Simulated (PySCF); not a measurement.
Computed IR spectrum (relative IR intensity) of a molecule C2H6BFO2. Geometry optimised at PBE-D3(BJ)/def2-SVP. Other conformers were not sampled. All values below come from PBE-D3(BJ)/def2-SVP in PySCF. No scaling factor is applied to the harmonic values.

```json
[
 {"ν (cm⁻¹)": "101", "relative intensity": "2.1"},
 {"ν (cm⁻¹)": "207", "relative intensity": "30"},
 {"ν (cm⁻¹)": "257", "relative intensity": "69"},
 {"ν (cm⁻¹)": "261", "relative intensity": "5.0"},
 {"ν (cm⁻¹)": "330", "relative intensity": "5.6"},
 {"ν (cm⁻¹)": "750", "relative intensity": "9.7"},
 {"ν (cm⁻¹)": "875", "relative intensity": "12"},
 {"ν (cm⁻¹)": "993", "relative intensity": "100"},
 {"ν (cm⁻¹)": "1065", "relative intensity": "12"},
 {"ν (cm⁻¹)": "1090", "relative intensity": "18"},
 {"ν (cm⁻¹)": "1176", "relative intensity": "18"},
 {"ν (cm⁻¹)": "1288", "relative intensity": "38"},
 {"ν (cm⁻¹)": "1304", "relative intensity": "85"},
 {"ν (cm⁻¹)": "1339", "relative intensity": "24"},
 {"ν (cm⁻¹)": "1356", "relative intensity": "6.9"},
 {"ν (cm⁻¹)": "1396", "relative intensity": "4.3"},
 {"ν (cm⁻¹)": "1402", "relative intensity": "8.7"},
 {"ν (cm⁻¹)": "2811", "relative intensity": "47"},
 {"ν (cm⁻¹)": "2978", "relative intensity": "14"},
 {"ν (cm⁻¹)": "3701", "relative intensity": "26"}
]
```

Task: Identify the compound among the candidates.
(A) C[C@@H](O)B(O)F
(B) OCB(F)CO
(C) COB(O)CF
(D) C[C@@H](F)B(O)O

Result: B, OCB(F)CO
